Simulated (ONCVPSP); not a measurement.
**Which change was made? (Cs, ONCV)**

| Item | Value |
| --- | --- |
| Element | Cs (Z = 55) |
| Generator | ONCVPSP 4.0.1 |
| Type | optimised norm-conserving Vanderbilt (ONCV) |
| Functional | LDA (Perdew-Wang 92) |
| Relativity | scalar-relativistic |
| Frozen core | [Kr] 4d10 |
| Valence charge | 9 |
| Reference configuration | 5s2 5p6 6s1 |
| Partial waves | 5s+6s: rc 2.70 bohr, ncon 4, nbas 8, qcut 4.5 1/bohr, 2 projectors; 5p: rc 3.40 bohr, ncon 4, nbas 7, qcut 4.9 1/bohr, 2 projectors, debl 3 Ha; d scattering state at 0.34 Ha: rc 3.00 bohr, ncon 5, nbas 9, qcut 3.1 1/bohr, 2 projectors, debl 0.8 Ha |
| Local potential | polynomial inside 2.40 bohr (lpopt 4, dvloc0 0 Ha) |
| Core correction | Teter function, fcfact 1.5, rcfact 1.2 |

In the d channel the program set the typed energies aside and used 0.050, 0.850 Ha.

Cutoffs, loose and tight: the cutoffs (Ha) at which the residual kinetic energy of the hardest occupied pseudo-wave falls to 1 and 0.1 mHa per electron. They do not see the model core or the augmentation charge, which bear on the density cutoff. Test errors are all-electron minus pseudo excitation energies from the reference, over the configurations 5s2 5p6 6s0; 5s2 5p6 6s0.5; 5s2 5p6 6s0 6p1; 5s2 5p5 6s1; variants that change the core or the reference have their own tests. The largest error is taken over the tests solved by every variant that gives reliable tests at all, those not shown here included: 5s2 5p5 6s1; 5s2 5p6 6s0; 5s2 5p6 6s0.5.

The base gives: outcome: generated, projector energies reset by the program; cutoff, loose: 6.7 Ha; cutoff, tight: 8.2 Ha; bound ghosts: none; GHOST(+) flags above zero: none; largest test error (meV): -25.

Question: After one change the result is: outcome: generated, projector energies reset by the program; cutoff, loose: 8.4 Ha; cutoff, tight: 10 Ha; bound ghosts: none; GHOST(+) flags above zero: s; largest test error (meV): -14. Which change was it?
A. all radii but the core radius scaled by about 1.15 (s 3.12, p 3.92, d 3.46 bohr); local potential polynomial inside 2.78 bohr (lpopt 4, dvloc0 0 Ha)
B. all radii but the core radius scaled by about 1.32 (s 3.56, p 4.48, d 3.94 bohr); local potential polynomial inside 3.16 bohr (lpopt 4, dvloc0 0 Ha)
C. all radii but the core radius scaled by about 0.91 (s 2.46, p 3.10, d 2.74 bohr); local potential polynomial inside 2.20 bohr (lpopt 4, dvloc0 0 Ha)
D. all radii but the core radius scaled by about 0.82 (s 2.22, p 2.80, d 2.48 bohr); local potential polynomial inside 1.98 bohr (lpopt 4, dvloc0 0 Ha)

Answer: D. The others give: all radii but the core radius scaled by about 1.32 (s 3.56, p 4.48, d 3.94 bohr); local potential polynomial inside 3.16 bohr (lpopt 4, dvloc0 0 Ha) → outcome: generated, projector energies reset by the program; cutoff, loose: 4.1 Ha; cutoff, tight: 5.5 Ha; bound ghosts: none; GHOST(+) flags above zero: none; largest test error (meV): -15 | all radii but the core radius scaled by about 0.91 (s 2.46, p 3.10, d 2.74 bohr); local potential polynomial inside 2.20 bohr (lpopt 4, dvloc0 0 Ha) → outcome: generated, projector energies reset by the program; cutoff, loose: 7.5 Ha; cutoff, tight: 9.0 Ha; bound ghosts: none; GHOST(+) flags above zero: s; largest test error (meV): -20 | all radii but the core radius scaled by about 1.15 (s 3.12, p 3.92, d 3.46 bohr); local potential polynomial inside 2.78 bohr (lpopt 4, dvloc0 0 Ha) → outcome: generated, projector energies reset by the program; cutoff, loose: 5.2 Ha; cutoff, tight: 6.7 Ha; bound ghosts: none; GHOST(+) flags above zero: d; largest test error (meV): -24.
